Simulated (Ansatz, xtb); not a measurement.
Relaxing a trial structure of ClFH2Si3+

The starting geometry of this gas-phase doublet was built from a drawn formula by distance geometry and a force field; its bonds are those of `F[Si]1(Cl)[SiH][SiH+]1`.

```yaml
atoms:
  - { symbol: Cl, position_ang: [0.3383, -2.1467, -1.2573] }
  - { symbol: F, position_ang: [-1.2508, 0.2696, -0.1380] }
  - { symbol: Si, position_ang: [0.2186, -0.2366, -0.4720] }
  - { symbol: Si, position_ang: [1.8848, 0.4253, 0.8671] }
  - { symbol: Si, position_ang: [1.7063, 1.2732, -1.2732] }
  - { symbol: H, position_ang: [3.0336, -0.5082, 0.8859] }
  - { symbol: H, position_ang: [1.1930, 2.6641, -1.1109] }
```

**Question.** Predict what becomes of its bonds when it is optimised with r2SCAN-D4/def2-SVP.

**Answer.** It keeps its bonds, and is `F[Si]1(Cl)[SiH][SiH+]1`.

The energy falls by 1.05 eV over 13 steps:

| step | E − E(last) (eV) |
| --- | --- |
| 1 | 1.045 |
| 2 | 0.397 |
| 4 | 0.252 |
| 5 | 0.208 |
| 6 | 0.175 |
| 8 | 0.052 |
| 9 | 0.022 |
| 10 | 0.010 |
| 12 | 0.000 |
| 13 | 0.000 |

Final geometry (Å):

```yaml
atoms:
  - { symbol: Cl, position_ang: [0.0171, -2.0206, -1.6194] }
  - { symbol: F, position_ang: [-1.3215, -0.0703, 0.2289] }
  - { symbol: Si, position_ang: [0.0828, -0.3534, -0.4861] }
  - { symbol: Si, position_ang: [2.1191, 0.1289, 0.5897] }
  - { symbol: Si, position_ang: [1.4264, 1.4691, -1.0671] }
  - { symbol: H, position_ang: [3.2693, -0.2757, 1.4542] }
  - { symbol: H, position_ang: [1.5307, 2.8625, -1.5988] }
```

From the same start GFN2-xTB ends elsewhere, differing in Si3–Si5 (4.40 against 2.34 Å here).

The end wasn't checked by frequencies. Open shells are spin-unrestricted. Run with Ansatz 0.2.0, 2.3 min on 2 threads of Intel(R) Xeon(R) Platinum 8259CL CPU @ 2.50GHz (Skylake/Cascade Lake) (shared host).
